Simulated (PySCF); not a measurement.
## Electron correlation in F⁺ (fluorine, charge +1)

[He] 2s2 2p4, high-spin 3P determinant. All numbers are calculated (PySCF 2.14, scalar relativity by spin-free X2C-1e, in dyall-acv3z (15s9p4d2f, 76 functions)). Frozen: 1s2; 6 electrons correlated; the 19 highest virtual orbitals of each spin left out.

```json
{"level": "CCSD", "correlation energy (mhartree)": "-166.55"}
{"level": "(T)", "correlation energy (mhartree)": "-2.37"}
{"level": "CCSD(T)", "correlation energy (mhartree)": "-168.92"}
```

Diagnostics: T1 = 0.0042, D1 = 0.0084, largest double amplitude 0.023.

Question: Is a single reference adequate?

Answer: Yes: T1 lies below 0.03 and no double amplitude reaches 0.07.
